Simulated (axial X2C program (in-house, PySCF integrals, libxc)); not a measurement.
# Potential curves of NaAu, without spin–orbit coupling

All values were computed with an in-house all-electron X2C program for linear molecules (integrals from PySCF). Spin-free means the one-electron spin-free X2C Hamiltonian. Basis: Au dyall-cv3z [13s14p9d6f4g], Na dyall-cv3z [9s8p5d2f] (cores contracted in-house); Gaussian nuclei, density fitting, unrestricted open shells. Masses: Au 196.967 u, Na 22.990 u.

State: M_S = 0, Λ = 0 (closed shell). Energies in kJ/mol from the fragments at the same level (Au + Na). Fits are polynomials in 1 − R0/R over 0.85 to 1.23 times the lowest point R0.

| R (Å) | MP2 |
| --- | --- |
| 2.2629 | -209.65 |
| 2.3669 | -231.29 |
| 2.4449 | -240.52 |
| 2.5230 | -245.22 |
| 2.6010 | -246.39 |
| 2.6920 | -244.35 |
| 2.7831 | -239.57 |
| 2.9001 | -230.58 |
| 3.0432 | -216.79 |
| 3.2512 | -193.93 |

Correlated methods: 12 electrons correlated (number of frozen shells: Au 5 s, 4 p, 2 d, 1 f; Na 2 s, 1 p), 310 virtual spin orbitals or spinors in MP2.

One determinant describes the state; a PBE0 search over occupations chose it and may have missed a lower one. Closed shells are restricted here (equal orbitals for both partners); the stretched side of such a curve lies too high. Dissociation energies refer to the lowest single-determinant-based atoms at the same level and basis. With the outer-core shells frozen, correlated bond lengths of heavy atoms tend to come out a few hundredths of an ångström too long. MP2 and coupled cluster on one determinant become unreliable at the stretched end.

Problem. Fit the MP2 curve near its minimum: give the equilibrium distance, the harmonic wavenumber and the well depth.

Solution. At MP2, spin-free: Re = 2.592 Å, ωe ≈ 251 cm⁻¹, De = 2.55 eV to Au + Na; Be follows as 0.122 cm⁻¹.
